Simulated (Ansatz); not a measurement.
A run for Ansatz (a quantum-chemistry and plane-wave program): R-B3LYP-D3(BJ)/def2-TZVP on CH8O2Si (a complex).

Ansatz 0.2 input:
```yaml
crystal:
  periodic: [false, false, false]
  atoms:
    - {symbol: C, position_ang: [-0.17842749, 0.12077887, 0.00602338]}
    - {symbol: O, position_ang: [-0.93651961, 0.38938930, 1.16761538]}
    - {symbol: H, position_ang: [-0.03576920, -0.95397434, -0.13881142]}
    - {symbol: H, position_ang: [0.79057018, 0.59263962, 0.15336555]}
    - {symbol: H, position_ang: [-0.65173356, 0.54660035, -0.88301453]}
    - {symbol: H, position_ang: [-1.80931223, -0.00803462, 1.07325399]}
    - {symbol: O, position_ang: [0.15564821, -0.87981509, 3.39458118]}
    - {symbol: Si, position_ang: [1.08552884, -0.25726131, 4.56036475]}
    - {symbol: H, position_ang: [-0.15927816, -0.34957814, 2.65145951]}
    - {symbol: H, position_ang: [2.39241896, 0.14567051, 4.02988801]}
    - {symbol: H, position_ang: [1.20532583, -1.37015023, 5.49307624]}
    - {symbol: H, position_ang: [0.44961050, 0.90986128, 5.17707324]}
basis:
  gaussian:
    orbitals: def2-TZVP
hamiltonian:
  xc: b3lyp
  dispersion: d3bj
relax: {f_tol: 0.004, max_steps: 120}
scf: {lower_state_search: off}
```

It printed:

```
WARN ansatz: RAYON_NUM_THREADS=1 ignored (pool sized by the plan → 1); use --threads N
Functional definition: B3LYP
these checks for a lower state are left out or cut short: stability, starts, cluster_reference, orbital_swaps, neighbouring_geometries, increment
integrals: 0.08 GiB planned
1095 factors; their error is unknown
mean field: 0.72 GiB planned
mean field evaluation 1: about -13133.6693 eV, gradient 7.5e1 eV
mean field evaluation 2: about -13117.7280 eV, gradient 1.2e2 eV
mean field evaluation 4: about -13143.2454 eV, gradient 5.9e0 eV
mean field evaluation 8: about -13143.3338 eV, gradient 4.1e-1 eV
mean field evaluation 16: about -13143.3340 eV, gradient 1.6e-5 eV
mean field -13143.33395985 eV, -483.0086141527 hartree, gradient 4.0e-6 eV, S^2 0.000000; 0 other end points of the search recorded, 0 dependent functions left out
the calculation of the forces begins
reference -13143.33426125 eV, -483.0086252291 hartree; 22, 22 occupied and 156, 156 virtual orbitals, 1095 factors
relax step   1: F+E_penalty+E_count = -13143.60829878 eV  Δ(F+E_penalty+E_count) = +0.000e0 eV  max|allowed force component| = 5.343e-1 eV/Å  Δτ_max = 0.0000 Å  (16 SCF iters, accepted)
these checks for a lower state are left out or cut short: stability, starts, cluster_reference, orbital_swaps, neighbouring_geometries, increment
integrals: 0.08 GiB planned
1095 factors; their error is unknown
mean field: 0.72 GiB planned
mean field -13143.38613584 eV, -483.0105315850 hartree, gradient 1.6e-6 eV, S^2 0.000000; 0 other end points of the search recorded, 0 dependent functions left out
the calculation of the forces begins
reference -13143.38643699 eV, -483.0105426520 hartree; 22, 22 occupied and 156, 156 virtual orbitals, 1095 factors
relax step   2: F+E_penalty+E_count = -13143.65918117 eV  Δ(F+E_penalty+E_count) = -5.088e-2 eV  max|allowed force component| = 2.151e-1 eV/Å  Δτ_max = 0.0707 Å  (21 SCF iters, accepted)
these checks for a lower state are left out or cut short: stability, starts, cluster_reference, orbital_swaps, neighbouring_geometries, increment
integrals: 0.08 GiB planned
1095 factors; their error is unknown
mean field: 0.72 GiB planned
mean field evaluation 32: about -13143.3905 eV, gradient 1.5e-6 eV
mean field -13143.39045766 eV, -483.0106904091 hartree, gradient 1.5e-6 eV, S^2 0.000000; 0 other end points of the search recorded, 0 dependent functions left out
the calculation of the forces begins
reference -13143.39075809 eV, -483.0107014496 hartree; 22, 22 occupied and 156, 156 virtual orbitals, 1095 factors
relax step   3: F+E_penalty+E_count = -13143.66431794 eV  Δ(F+E_penalty+E_count) = -5.137e-3 eV  max|allowed force component| = 1.097e-1 eV/Å  Δτ_max = 0.0265 Å  (21 SCF iters, accepted)
these checks for a lower state are left out or cut short: stability, starts, cluster_reference, orbital_swaps, neighbouring_geometries, increment
integrals: 0.08 GiB planned
1095 factors; their error is unknown
mean field: 0.72 GiB planned
mean field -13143.39138483 eV, -483.0107244818 hartree, gradient 1.5e-6 eV, S^2 0.000000; 0 other end points of the search recorded, 0 dependent functions left out
the calculation of the forces begins
reference -13143.39168419 eV, -483.0107354830 hartree; 22, 22 occupied and 156, 156 virtual orbitals, 1095 factors
relax step   4: F+E_penalty+E_count = -13143.66613337 eV  Δ(F+E_penalty+E_count) = -1.815e-3 eV  max|allowed force component| = 5.213e-2 eV/Å  Δτ_max = 0.0382 Å  (21 SCF iters, accepted)
these checks for a lower state are left out or cut short: stability, starts, cluster_reference, orbital_swaps, neighbouring_geometries, increment
integrals: 0.08 GiB planned
1095 factors; their error is unknown
mean field: 0.72 GiB planned
mean field -13143.39133656 eV, -483.0107227080 hartree, gradient 1.5e-6 eV, S^2 0.000000; 0 other end points of the search recorded, 0 dependent functions left out
the calculation of the forces begins
reference -13143.39163474 eV, -483.0107336659 hartree; 22, 22 occupied and 156, 156 virtual orbitals, 1095 factors
relax step   5: F+E_penalty+E_count = -13143.66769255 eV  Δ(F+E_penalty+E_count) = -1.559e-3 eV  max|allowed force component| = 9.079e-2 eV/Å  Δτ_max = 0.0398 Å  (21 SCF iters, accepted)
these checks for a lower state are left out or cut short: stability, starts, cluster_reference, orbital_swaps, neighbouring_geometries, increment
integrals: 0.08 GiB planned
1095 factors; their error is unknown
mean field: 0.72 GiB planned
mean f
[...]
, gradient 1.4e-3 eV
mean field -13143.38957604 eV, -483.0106580100 hartree, gradient 1.4e-6 eV, S^2 0.000000; 0 other end points of the search recorded, 0 dependent functions left out
the calculation of the forces begins
reference -13143.38987017 eV, -483.0106688192 hartree; 22, 22 occupied and 156, 156 virtual orbitals, 1095 factors
relax step  22: F+E_penalty+E_count = -13143.67421839 eV  Δ(F+E_penalty+E_count) = -1.092e-5 eV  max|allowed force component| = 6.308e-3 eV/Å  Δτ_max = 0.0126 Å  (21 SCF iters, accepted)
these checks for a lower state are left out or cut short: stability, starts, cluster_reference, orbital_swaps, neighbouring_geometries, increment
integrals: 0.08 GiB planned
1095 factors; their error is unknown
mean field: 0.72 GiB planned
mean field -13143.38922494 eV, -483.0106451074 hartree, gradient 1.4e-6 eV, S^2 0.000000; 0 other end points of the search recorded, 0 dependent functions left out
the calculation of the forces begins
reference -13143.38951876 eV, -483.0106559051 hartree; 22, 22 occupied and 156, 156 virtual orbitals, 1095 factors
relax step  23: F+E_penalty+E_count = -13143.67423274 eV  Δ(F+E_penalty+E_count) = -1.435e-5 eV  max|allowed force component| = 9.594e-3 eV/Å  Δτ_max = 0.0167 Å  (21 SCF iters, accepted)
these checks for a lower state are left out or cut short: stability, starts, cluster_reference, orbital_swaps, neighbouring_geometries, increment
integrals: 0.08 GiB planned
1095 factors; their error is unknown
mean field: 0.72 GiB planned
mean field -13143.38889183 eV, -483.0106328658 hartree, gradient 1.4e-6 eV, S^2 0.000000; 0 other end points of the search recorded, 0 dependent functions left out
the calculation of the forces begins
reference -13143.38918535 eV, -483.0106436525 hartree; 22, 22 occupied and 156, 156 virtual orbitals, 1095 factors
relax step  24: F+E_penalty+E_count = -13143.67424710 eV  Δ(F+E_penalty+E_count) = -1.435e-5 eV  max|allowed force component| = 1.273e-2 eV/Å  Δτ_max = 0.0165 Å  (21 SCF iters, accepted)
these checks for a lower state are left out or cut short: stability, starts, cluster_reference, orbital_swaps, neighbouring_geometries, increment
integrals: 0.08 GiB planned
1095 factors; their error is unknown
mean field: 0.73 GiB planned
mean field -13143.38841222 eV, -483.0106152403 hartree, gradient 1.4e-6 eV, S^2 0.000000; 0 other end points of the search recorded, 0 dependent functions left out
the calculation of the forces begins
reference -13143.38870533 eV, -483.0106260120 hartree; 22, 22 occupied and 156, 156 virtual orbitals, 1095 factors
relax step  25: F+E_penalty+E_count = -13143.67426300 eV  Δ(F+E_penalty+E_count) = -1.591e-5 eV  max|allowed force component| = 1.606e-2 eV/Å  Δτ_max = 0.0226 Å  (21 SCF iters, accepted)
these checks for a lower state are left out or cut short: stability, starts, cluster_reference, orbital_swaps, neighbouring_geometries, increment
integrals: 0.08 GiB planned
1095 factors; their error is unknown
mean field: 0.73 GiB planned
mean field evaluation 192: about -13143.3880 eV, gradient 1.1e-6 eV
mean field -13143.38800278 eV, -483.0106001937 hartree, gradient 1.4e-6 eV, S^2 0.000000; 0 other end points of the search recorded, 0 dependent functions left out
the calculation of the forces begins
reference -13143.38829555 eV, -483.0106109529 hartree; 22, 22 occupied and 156, 156 virtual orbitals, 1095 factors
relax step  26: F+E_penalty+E_count = -13143.67427451 eV  Δ(F+E_penalty+E_count) = -1.151e-5 eV  max|allowed force component| = 1.753e-2 eV/Å  Δτ_max = 0.0179 Å  (21 SCF iters, accepted)
these checks for a lower state are left out or cut short: stability, starts, cluster_reference, orbital_swaps, neighbouring_geometries, increment
integrals: 0.08 GiB planned
1095 factors; their error is unknown
mean field: 0.73 GiB planned
mean field -13143.38772105 eV, -483.0105898403 hartree, gradient 1.4e-6 eV, S^2 0.000000; 0 other end points of the search recorded, 0 dependent functions left out
the calculation of the forces begins
reference -13143.38801360 eV, -483.0106005913 hartree; 22, 22 occupied and 156, 156 virtual orbitals, 1095 factors
relax step  27: F+E_penalty+E_count = -13143.67429451 eV  Δ(F+E_penalty+E_count) = -2.000e-5 eV  max|allowed force component| = 1.529e-2 eV/Å  Δτ_max = 0.0116 Å  (21 SCF iters, accepted)
these checks for a lower state are left out or cut short: stability, starts, cluster_reference, orbital_swaps, neighbouring_geometries, increment
integrals: 0.08 GiB planned
1095 factors; their error is unknown
mean field: 0.73 GiB planned
mean field -13143.38723303 eV, -483.0105719059 hartree, gradient 1.4e-6 eV, S^2 0.000000; 0 other end points of the search recorded, 0 dependent functions left out
the calculation of the forces begins
reference -13143.38752522 eV, -483.0105826437 hartree; 22, 22 occupied and 156, 156 virtual orbitals, 1095 factors
relax step  28: F+E_penalty+E_count = -13143.67431890 eV  Δ(F+E_penalty+E_count) = -2.439e-5 eV  max|allowed force component| = 1.011e-2 eV/Å  Δτ_max = 0.0178 Å  (21 SCF iters, accepted)
these checks for a lower state are left out or cut short: stability, starts, cluster_reference, orbital_swaps, neighbouring_geometries, increment
integrals: 0.08 GiB planned
1095 factors; their error is unknown
mean field: 0.73 GiB planned
mean field -13143.38689914 eV, -483.0105596356 hartree, gradient 1.3e-6 eV, S^2 0.000000; 0 other end points of the search recorded, 0 dependent functions left out
the calculation of the forces begins
reference -13143.38719110 eV, -483.0105703650 hartree; 22, 22 occupied and 156, 156 virtual orbitals, 1095 factors
relax step  29: F+E_penalty+E_count = -13143.67432492 eV  Δ(F+E_penalty+E_count) = -6.016e-6 eV  max|allowed force component| = 4.739e-3 eV/Å  Δτ_max = 0.0123 Å  (21 SCF iters, accepted)
these checks for a lower state are left out or cut short: stability, starts, cluster_reference, orbital_swaps, neighbouring_geometries, increment
integrals: 0.08 GiB planned
1095 factors; their error is unknown
mean field: 0.73 GiB planned
mean field -13143.38687462 eV, -483.0105587346 hartree, gradient 1.3e-6 eV, S^2 0.000000; 0 other end points of the search recorded, 0 dependent functions left out
the calculation of the forces begins
reference -13143.38716656 eV, -483.0105694632 hartree; 22, 22 occupied and 156, 156 virtual orbitals, 1095 factors
relax step  30: F+E_penalty+E_count = -13143.67432692 eV  Δ(F+E_penalty+E_count) = -2.004e-6 eV  max|allowed force component| = 2.039e-3 eV/Å  Δτ_max = 0.0015 Å  (23 SCF iters, accepted)
Total energy: -13143.67461886 eV, -483.0211331405 hartree
Atom 0 at    -0.062896     0.091520     0.183937 Å, force    -0.002039     0.001208     0.001759 eV/Å
Atom 1 at    -0.997632     0.347828     1.236222 Å, force     0.002015    -0.000160    -0.001483 eV/Å
Atom 2 at    -0.100740    -0.950657    -0.142808 Å, force     0.000317    -0.000546    -0.000299 eV/Å
Atom 3 at     0.925281     0.295894     0.590315 Å, force     0.000420    -0.000176    -0.000063 eV/Å
Atom 4 at    -0.238857     0.751361    -0.668952 Å, force    -0.000018    -0.000208     0.000214 eV/Å
Atom 5 at    -1.889819     0.168028     0.922491 Å, force    -0.000700    -0.000167    -0.000102 eV/Å
Atom 6 at    -0.057342    -1.031240     3.446454 Å, force     0.000786     0.001912     0.001136 eV/Å
Atom 7 at     1.037182    -0.237066     4.375496 Å, force    -0.000328    -0.001800    -0.001040 eV/Å
Atom 8 at    -0.478250    -0.540372     2.716789 Å, force    -0.000050    -0.000589    -0.000507 eV/Å
Atom 9 at     2.127293     0.359833     3.556878 Å, force    -0.000304     0.000474     0.000046 eV/Å
Atom 10 at     1.619613    -1.231115     5.302611 Å, force    -0.000245     0.000117     0.000310 eV/Å
Atom 11 at     0.424229     0.862114     5.165443 Å, force     0.000145    -0.000066     0.000030 eV/Å
Dipole moment:    -0.237649     0.148017    -0.704460 e Å
Checks for a lower state left out: stability, starts, cluster_reference, orbital_swaps, neighbouring_geometries, increment
```

The calculation finished and met its thresholds.

Cost: very roughly 2.3 core-minutes.
